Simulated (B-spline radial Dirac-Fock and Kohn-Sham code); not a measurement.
## K-line shifts caused by a second vacancy in Sb⁴⁺

System: Sb⁴⁺, [Kr] 4d10 5s1, inside a Watson sphere of charge -4 and radius 2.7 Å (a model of the Madelung potential; inside it an electron's potential energy is raised by 21.3 eV).

The run's input, task.json:

```json
{"items": [{
  "Z": 51,
  "q": 4,
  "cfg": [[1, 0, 2], [2, 0, 2], [2, 1, 6], [3, 0, 2], [3, 1, 6], [3, 2, 10], [4, 0, 2], [4, 1, 6], [4, 2, 10], [5, 0, 1]],
  "A": 121,
  "rrms": 4.6802,
  "watson": [-4, 2.7],
  "do": ["binding", "quiet", "double"]
}]}
```

Launch: `python xray_run.py task.json out`

Model: multi-electron Dirac-Fock with separately optimised hole states, Breit and Lamb-shift corrections added in first order. Program: an atomic code on a B-spline grid. Each two-hole energy is an average over J within one jj subconfiguration, not an observable level; in light atoms, where LS coupling holds, the j-resolved values are not observed lines, and for a K spectator the Kα1 hypersatellite is nearly forbidden. Electron correlation is not included.

Lines without a spectator: Kα2 (K-L2) 26108.8 eV, Kα1 (K-L3) 26357.3 eV, Kβ3 (K-M2) 29675.7 eV, Kβ1 (K-M3) 29722.6 eV. Shifts in eV with one spectator hole (a dash: not computed, or left out as unreliable):

```
spectator hole    Kα2    Kα1     Kβ3     Kβ1
    L2 (2p1/2)  +65.7  +83.2       –  +175.1
    L3 (2p3/2)  +63.5  +63.9  +153.8       –
    M2 (3p1/2)      –  +9.84  +21.88  +26.50
    M3 (3p3/2)  +7.16      –  +22.30  +21.76
    M4 (3d3/2)  +1.42  -1.30       –       –
    M5 (3d5/2)  -1.83  +0.20       –       –
```

Problem. Where does the K-L3 hypersatellite lie, emitted when both K electrons are missing?

Solution. +610.9 eV from the normal line, at 26968.2 eV. Removing both K electrons costs 61875.2 eV, which is 827.0 eV more than twice the K binding energy.

With n spectator holes in 2p, averaged over the 2p shell (energies in eV):

| n | KαLⁿ | step | hypersatellite KαʰLⁿ |
| --- | --- | --- | --- |
| 0 | 26274.4 | – | 26878.8 |
| 1 | 26343.5 | +69.1 | 26949.3 |
| 2 | 26413.9 | +70.4 | 27021.2 |
| 3 | 26485.6 | +71.7 | 27094.4 |
| 4 | 26558.5 | +73.0 | 27168.9 |
| 5 | 26632.8 | +74.3 | 27244.7 |
